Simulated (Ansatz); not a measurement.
`O[Si]Br` + NH₃ → `N[Si]O` + HBr at 298.15 K and 1 bar (ligand exchange at the Si–Br bond).

Program: Ansatz. Geometries: PBE0-D4/def2-TZVP. ΔE: electronic, gas phase. CBS: MP2 limit from def2 TZ/QZ plus the TZ coupled-cluster correction, frozen cores. This one scheme is used for every species. For Br outer-core shells are correlated without core-valence functions, which leaves a few kJ/mol of doubt a bond. Scalar relativity is left out up to krypton. One conformer a species, not always the lowest.

```
  species  CCSD(T)/CBS energy (Eh)  H − E (kJ/mol)  S (J/(mol·K))
`O[Si]Br`              -2938.23569            52.8          291.2
      NH₃                -56.50880           100.5          192.4
 `N[Si]O`               -420.80918           118.8          276.4
      HBr              -2573.91920            24.6          198.6
```

H − E and S are ideal-gas, rigid-rotor, harmonic terms from PBE0-D4/def2-TZVP, for one conformer and one mirror image of each species. 1 Eh = 2625.50 kJ/mol, R = 8.31446 J/(mol·K).

By hand: ΔE, ΔH, ΔS and ΔG.

ΔE = (-420.80918) + (-2573.91920) − (-2938.23569) − (-56.50880) = 0.01611 Eh = 42.3 kJ/mol. Δ(H − E) = 118.8 + 24.6 − 52.8 − 100.5 = -9.9, so ΔH = 32.4 kJ/mol. ΔS = 276.4 + 198.6 − 291.2 − 192.4 = -8.6 J/(mol·K). ΔG = 32.4 − 298.15 × (-8.6)/1000 = 35.0 kJ/mol.

By hand: the equilibrium constant, and the temperature at which ΔG would vanish if ΔH and ΔS stayed fixed.

log₁₀ K = −ΔG/(RT ln 10) = -6.1. ΔH and −TΔS have one sign here, so there is no such temperature.

The number of gas molecules stays the same, so ΔS is small and ΔH decides. A doubt of 5 kJ/mol in ΔE shifts log₁₀ K by 0.9 here. Other conformers and mirror images would add mixing entropy, several J/(mol·K) or more a flexible species. These are equilibria of isolated gas molecules and say nothing of rates. Largest T1 diagnostic: 0.014 (customary marks: 0.02 for closed shells, 0.045 for open ones).

ΔS is within the doubt of such terms, so its sign, and with it that verdict, could turn.
